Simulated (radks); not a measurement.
Kinetic energies: the exact non-interacting value of the Kohn-Sham orbitals and orbital-free approximations, in hartree. Species: P5+ [Ne]; Br31+ [He] 2s2. All-electron calculation, non-relativistic Kohn-Sham, exchange-only B88, spin-polarised, spherical densities, point nucleus. Program: a radial shooting solver on a logarithmic mesh with Libxc functionals. Every spin shell is full or empty, so the densities are truly spherical. Functionals are evaluated on that one density, not self-consistently.

functional          P5+    Br31+
exact           334.336  1477.05
Thomas-Fermi     309.76   1311.2
von Weizsacker   211.66   1277.8
TF + vW          521.42   2589.0
TF + vW/9        333.28   1453.2
TF + vW/5        352.09   1566.8
LC94             335.39   1454.2
APBEK            335.77   1454.7
revAPBEK         337.07   1465.6
Thakkar          334.79   1456.4
Pearson          329.15   1395.7
LKT              443.36   2184.8
PG1              423.47   2080.8
DePristo-Kress   335.32   1437.5
Ernzerhof        336.01   1481.4
